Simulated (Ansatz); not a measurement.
Harmonic vibrations of the cluster Sn₂Se⁺ by finite differences.

```yaml
crystal:
  periodic: [false, false, false]
  atoms:
    - {symbol: Sn, position_ang: [-0.135676, -1.666677, -0.390638]}
    - {symbol: Sn, position_ang: [0.416416, 1.415581, -0.878377]}
    - {symbol: Se, position_ang: [-0.280740, 0.251096, 1.269015]}
basis:
  gaussian: {orbitals: def2-TZVP}
total_charge: 1
magnetization: {spin_polarized: true, initial_magnetization: 1}
hamiltonian: {xc: r2scan, dispersion: d4}
scf: {omitted_lower_state_checks: [starts]}
phonons: {temperatures: {t_min: 298.15, t_max: 900, t_step: 200}}
```

```sh
$ ansatz run in.yaml --threads 4 --pin off --events-out ev --progress --plain --max-ram 3916MiB
```

It prints (some lines left out):

```
Functional definition: r2SCAN
mean field -77012.20446522 eV, -2830.1463133498 hartree, gradient 2.1e-5 eV, S^2 0.757751; 0 other end points of the search recorded, 0 dependent functions left out
mean field -77012.20445369 eV, -2830.1463129259 hartree, gradient 3.0e-6 eV, S^2 0.757762; 0 other end points of the search recorded, 0 dependent functions left out
mean field -77012.20445221 eV, -2830.1463128718 hartree, gradient 1.4e-6 eV, S^2 0.757739; 0 other end points of the search recorded, 0 dependent functions left out
mean field -77012.20445046 eV, -2830.1463128073 hartree, gradient 1.1e-6 eV, S^2 0.757753; 0 other end points of the search recorded, 0 dependent functions left out
mean field -77012.20445725 eV, -2830.1463130571 hartree, gradient 1.3e-6 eV, S^2 0.757748; 0 other end points of the search recorded, 0 dependent functions left out
mean field -77012.20444376 eV, -2830.1463125612 hartree, gradient 1.0e-6 eV, S^2 0.757738; 0 other end points of the search recorded, 0 dependent functions left out
mean field -77012.20444760 eV, -2830.1463127024 hartree, gradient 2.3e-6 eV, S^2 0.757763; 0 other end points of the search recorded, 0 dependent functions left out
Total energy: -77012.22918854 eV, -2830.1472219149 hartree
Atom 0 at    -0.135676    -1.666677    -0.390638 Å, force    -0.000304    -0.002567    -0.000219 eV/Å
Atom 1 at     0.416416     1.415581    -0.878377 Å, force     0.000572     0.002327    -0.000993 eV/Å
Atom 2 at    -0.280740     0.251096     1.269015 Å, force    -0.000268     0.000240     0.001212 eV/Å
Dipole moment:     0.100838    -0.090190    -0.455812 e Å
Vibrations: 96.71 191.32 264.04 cm⁻¹, zero-point energy 0.034224 eV
Checks for a lower state left out: starts
```

Run time 20 s (4 threads of Arm Neoverse V2 on a shared host).

In the def2 sets Sn takes a core potential; there is no spin–orbit coupling. The relaxation made no stability test and no search for a lower SCF solution. The structure comes from a short search, and lower isomers may exist.
